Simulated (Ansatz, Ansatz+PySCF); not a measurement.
```xyz
5

C    -0.0126   -0.3799   -0.0539
O    -0.0030   -0.3736    1.0519
O    -0.0154    0.6585   -0.9479
H    -0.0200   -1.2939   -0.6847
H    -0.0399    1.4150   -0.3451
```

Basis set: def2-SVP (spherical functions). Correlated methods keep 3 orbitals frozen. Charge 0, multiplicity 1.

Computed with Ansatz (development build ahead of 0.2.0); each method stands on the lowest determinant of its kind that the runs found. Restricted open shells among the atoms or ions are ROHF, correlated in semicanonical orbitals with singles. Restricted functionals stand beside restricted open-shell atoms, which can lie above the unrestricted atoms usual in DFT and then raise those values.

The atomization energy at this shape (free ground-state atoms in the same class of orbitals less the molecule, no zero-point energy) of singlet CH2O2:

```csv
method,atomization energy
ωB97X (restricted),496.34 kcal/mol
ωB97X (unrestricted),491.12 kcal/mol
r²SCAN (restricted),500.55 kcal/mol
r²SCAN (unrestricted),494.70 kcal/mol
PBE (unrestricted),514.00 kcal/mol
PBE (restricted),517.06 kcal/mol
PBE0 (restricted),496.83 kcal/mol
PBE0 (unrestricted),492.91 kcal/mol
RHF-MP2,476.42 kcal/mol
RHF,335.33 kcal/mol
UHF,326.47 kcal/mol
```

Q: What does RHF-CCSD(T) give?

A: 460.68 kcal/mol. Caution: the shape is not the minimum.
